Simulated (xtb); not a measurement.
xtb was given this input:
```
$ xtb mol.xyz --gfn 2 --alpb acetone --json

# file mol.xyz
10

O     -0.00202356     0.00502782     1.40163302
C     -0.00028613     0.00071094     0.19819253
C     -0.00598572     1.26596943    -0.62421820
C      0.00777494    -1.27041500    -0.61510003
H      0.00018810     2.13672408     0.02569315
H     -0.00028442    -2.13648476     0.04102096
H     -0.89240581     1.29081337    -1.25420279
H      0.86770223     1.28962202    -1.27163889
H      0.89601009    -1.29976872    -1.24232811
H     -0.86404026    -1.29872071    -1.26485435
```

Question: Predict the HOMO-LUMO gap from GFN2-xTB with ALPB(acetone) in xtb.

Answer: 4.11 eV

Question: What partial charges in atom order does GFN2-xTB with ALPB(acetone) give?

Answer: O1 -0.39, C2 0.25, C3 -0.15, C4 -0.15, H5 0.07, H6 0.07, H7 0.08, H8 0.08, H9 0.08, H10 0.08
